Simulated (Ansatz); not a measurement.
Cost and result up the ladder for the cluster Al3Si (the lowest doublet isomer of a short search) (4 atoms). Charge 0, multiplicity 2. Geometry: PBE0-D4/def2-TZVP.

```
atom   x (Å)   y (Å)   z (Å)
 Al1   0.841  -1.143  -0.087
 Al2  -1.450  -0.880  -1.184
 Al3   1.358   1.006   1.194
 Si4  -0.749   1.017   0.077
```

Ansatz on 4 threads of Intel Xeon 6975P-C on a shared host. Times are rough, and most runs start from the orbitals of an earlier one. ωB97M-V/def2-TZVP serves as the yardstick here, not as an exact answer. Differences are given only for rows in sets of like size (and for xTB, whose basis is part of the method), since another set adds its own error. Binding counts from free atoms at the same level (Al doublet, Si triplet; other spins of the atoms weren't run), without zero-point energy or a counterpoise term.

B3LYP takes the VWN-RPA correlation. Correlated methods freeze 20 core orbitals. The structure comes from a short search, and lower isomers may exist.

Run but left out: HF/STO-3G, HF/6-31G, LC-ωPBE/def2-TZVP, MP2/def2-TZVP, CCSD(T)/def2-TZVPD, CCSD(T)/def2-TZVPP (⟨S²⟩ 1.33 to 2.06, where a pure state has 0.75).

Correlated methods converge slowly with the basis.

```csv
level,functions,wall time,binding energy per atom (eV),difference from ωB97M-V/def2-TZVP (eV)
PBE-D4/def2-SVP,72,0.55 s,2.06,–
B3LYP-D4/6-31G,52,0.6 s,1.52,–
PBE0-D4/def2-SVP,72,1 s,1.93,–
PBE-D4/def2-TZVP,148,1.1 s,2.06,0.29
revPBE-D4/def2-TZVP,148,1.1 s,1.98,0.21
BLYP-D4/def2-TZVP,148,1.2 s,1.82,0.05
RPA@PBE/def2-TZVP,148,1.6 s,1.59,-0.18
PBE-D4/def2-TZVPD,172,1.7 s,2.06,0.29
PBE0-D4/def2-TZVP,148,3.5 s,1.94,0.17
B97M-V/def2-TZVP,148,4.3 s,2.07,0.30
PBE0-D4/def2-TZVPD,172,4.6 s,1.95,0.18
r2SCAN-D4/def2-TZVP,148,5.5 s,2.02,0.25
r2SCAN-D4/def2-TZVPD,172,7.5 s,2.02,0.25
ωB97M-V/def2-TZVP (with forces),148,12 s,1.77,0.00
```
